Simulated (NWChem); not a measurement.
System: CH3F2GaO; SMILES C[O][Ga]([F])[F]

The following NWChem deck was run.

```
start job
memory heap 200 mb stack 900 mb global 1100 mb
geometry units angstroms noautosym nocenter noautoz
  Ga     0.014368     0.365516    -0.000369
  F      0.918552     1.863816     0.000633
  F     -1.743896     0.448949    -0.000222
  O      0.853678    -1.201359    -0.000163
  C      0.124034    -2.426570    -0.003570
  H      0.391319    -3.014846    -0.908363
  H      0.403211    -3.025561     0.890524
  H     -0.979326    -2.287759     0.004452
end
basis spherical
  * library 6-31g*
end
dft
  xc pbe0
  iterations 150
end
property
  efieldgrad
end
task dft property
```

Excerpt of the output:

```
             Northwest Computational Chemistry Package (NWChem) 7.3.0
             --------------------------------------------------------

                             Geometry "geometry" -> ""
                             -------------------------

 Output coordinates in angstroms (scale by  1.889725989 to convert to a.u.)

  No.       Tag          Charge          X              Y              Z
 ---- ---------------- ---------- -------------- -------------- --------------
    1 Ga                  31.0000     0.01436800     0.36551600    -0.00036900
    2 F                    9.0000     0.91855200     1.86381600     0.00063300
    3 F                    9.0000    -1.74389600     0.44894900    -0.00022200
    4 O                    8.0000     0.85367800    -1.20135900    -0.00016300
    5 C                    6.0000     0.12403400    -2.42657000    -0.00357000
    6 H                    1.0000     0.39131900    -3.01484600    -0.90836300
    7 H                    1.0000     0.40321100    -3.02556100     0.89052400
    8 H                    1.0000    -0.97932600    -2.28775900     0.00445200

 Effective nuclear repulsion energy (a.u.)     386.5321627529

                              NWChem Property Module
                              ----------------------

  itol2e modified to match energy
  convergence criterion.

                                 NWChem DFT Module
                                 -----------------

 Summary of "ao basis" -> "ao basis" (spherical)
 ------------------------------------------------------------------------------
       Tag                 Description            Shells   Functions and Types
 ---------------- ------------------------------  ------  ---------------------
 Ga                          6-31g*                 12       32   5s4p3d
 F                           6-31g*                  6       14   3s2p1d
 O                           6-31g*                  6       14   3s2p1d
 C                           6-31g*                  6       14   3s2p1d
 H                           6-31g*                  2        2   2s

  itol2e modified to match energy
  convergence criterion.

[...]

          -----------------------
          Electric field gradient
          -----------------------

 1 a.u. = 0.324123 10**(16) esu/cm**3  ( or statvolts/cm**2 ) = 0.97174 10**(22) v/m**2

 ------------------------------------------------------------
   Atom      X         Y         Z
 ------------------------------------------------------------
    1 Ga   0.02715   0.69073  -0.00070
 ------------------------------------------------------------

 Electric field gradient in molecular frame (a.u.)
         XX             YY             ZZ             XY             XZ             YZ
 ------------------------------------------------------------------------------------------
        0.633087       1.034974      -1.668061      -0.081372      -0.000420       0.001367

 Principal components (a.u.) and orientation
 of principal axis w.r.t. absolute frame                      Asymmetry parameter eta
 --------------------------------------------------------------------------------------
       -1.668061       1.050825       0.617236                       0.259936

        0.000165      -0.191199       0.981551
       -0.000501       0.981551       0.191199
        1.000000       0.000523      -0.000066

 ------------------------------------------------------------
   Atom      X         Y         Z
 ------------------------------------------------------------
    2 F    1.73581   3.52210   0.00120
 ------------------------------------------------------------

 Electric field gradient in molecular frame (a.u.)
         XX             YY             ZZ             XY             XZ             YZ
 ------------------------------------------------------------------------------------------
        0.241759      -0.871441       0.629683      -1.073946      -0.000761      -0.001090

 Principal components (a.u.) and orientation
 of principal axis w.r.t. absolute frame                      Asymmetry parameter eta
 --------------------------------------------------------------------------------------
       -1.524455       0.894772       0.629684                       0.173890

        0.519544       0.854443      -0.000049
        0.854443      -0.519544      -0.000691
        0.000616      -0.000317       1.000000

 ------------------------------------------------------------
   Atom      X         Y         Z
 ------------------------------------------------------------
    3 F   -3.29549   0.84839  -0.00042
 ------------------------------------------------------------

 Electric field gradient in molecular frame (a.u.)
         XX             YY             ZZ             XY             XZ             YZ
 ------------------------------------------------------------------------------------------
       -1.455912       0.846788       0.609125       0.095680       0.000304       0.000249

 Principal components (a.u.) and orientation
 of principal axis w.r.t. absolute frame                      Asymmetry parameter eta
 --------------------------------------------------------------------------------------
       -1.459881       0.850757       0.609125                       0.165515

        0.999141       0.041444       0.000097
       -0.041444       0.999140      -0.001087
       -0.000142       0.001082       0.999999

 ------------------------------------------------------------
   Atom      X         Y         Z
 ------------------------------------------------------------
    4 O    1.61322  -2.27024  -0.00031
 ------------------------------------------------------------

[...]
```

Level: PBE0/6-31G* (spherical d). The geometry was optimised at PBE-D3(BJ)/def2-SVP. NWChem prints the field gradient with the sign opposite to the second derivative of the potential.
